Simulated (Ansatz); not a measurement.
Species: C$_{3}$H$_{6}$O, charge 0, singlet. C3H6O (SMILES O1CCC1).
B3LYP-D3(BJ)/def2-TZVP minimum from Ansatz (a program for electronic structure):
```
C
H 1 1.0880
H 1 1.0880 2 109.32
C 1 1.5384 2 115.28 3 131.75
H 4 1.0930 1 115.83 2 -129.34
H 4 1.0930 5 109.20 1 -132.92
O 4 1.4463 5 111.63 6 -123.91
C 7 1.4463 4 91.70 5 -118.74
H 8 1.0930 7 111.63 4 -118.74
H 8 1.0930 9 109.20 7 123.91
```

Total energies in cc-pVDZ, 24 correlated electrons, 4 frozen orbitals. UHF or UKS for unpaired electrons; spin-orbit terms are left out. Correlated methods leave the cores frozen. No relativity.

```
method    program  energy (Eh)  minus CCSDT(Q) (mEh)
--------  -------  -----------  --------------------
HF         Ansatz   -191.92150                663.99
MP2        Ansatz   -192.52189                 63.60
CCSD       Ansatz   -192.56449                 21.00
CCSD(T)    Ansatz   -192.58331                  2.18
CCSDT(Q)   Ansatz   -192.58549                  0.00
```

Rough core times of Ansatz's runs on a shared machine: CCSD(T) under 20 s, CCSDT(Q) 5 min.
